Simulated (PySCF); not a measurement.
Working out the ionisation energy of Mo

Mo [Kr] 4d5 5s1 (7S) → Mo⁺ [Kr] 4d5 (6S). All numbers are calculated (PySCF 2.14, scalar relativity through the core potential, in aug-cc-pwCVDZ-PP with ECP28MDF (6s6p5d3f, 70 functions)). Frozen: 4s2 4p6. Energies in hartree (1 hartree = 27.21139 eV):

```
            part  Mo (lower)  Mo⁺ (upper)
             UHF  -67.344389   -67.114838
CCSD correlation   -0.086134    -0.065035
             (T)   -0.001870    -0.000809
```

What does Hartree-Fock give?

(-67.114838) − (-67.344389) = 0.229551 hartree = 6.246 eV.

What do CCSD and CCSD(T) give?

The CCSD correlation energies differ by 0.021099 hartree = 0.574 eV and the triples by 0.001061 hartree = 0.029 eV, so CCSD gives 6.820 eV and CCSD(T) 6.849 eV.

Measured between the centres of the two terms (NIST): 7.092 eV, so CCSD(T) (valence) is off by -0.243 eV.

A double-zeta basis recovers only part of the correlation energy.

What remains against the reference includes basis incompleteness, the frozen core and higher excitations.
